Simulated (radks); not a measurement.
Valence configurations of Ar2+ (all share [Ne]). Method: non-relativistic Kohn-Sham, r2SCAN, spin-unpolarised, spherical densities, point nucleus; meta-GGA in the generalised Kohn-Sham scheme; computed with a radial shooting solver on a logarithmic mesh with Libxc functionals. Energies are relative to 3s2 3p4; eigenvalues in eV.

| valence | E (eV) | e(3p) | e(3s) |
|---|---|---|---|
| 3s2 3p4 | 0.000 | -35.781 | -51.378 |
| 3s1.5 3p4.5 | 7.803 | -36.055 | -51.668 |
| 3s1 3p5 | 15.612 | -36.322 | -51.948 |
| 3s0.5 3p5.5 | 23.428 | -36.584 | -52.219 |
| 3p6 | 31.247 | -36.838 | - |

NIST lists [Ne] 3s2 3p4 as the ground configuration; this level of theory agrees among the configurations tried. The energies are those of spherical spin-averaged densities, not of single terms.
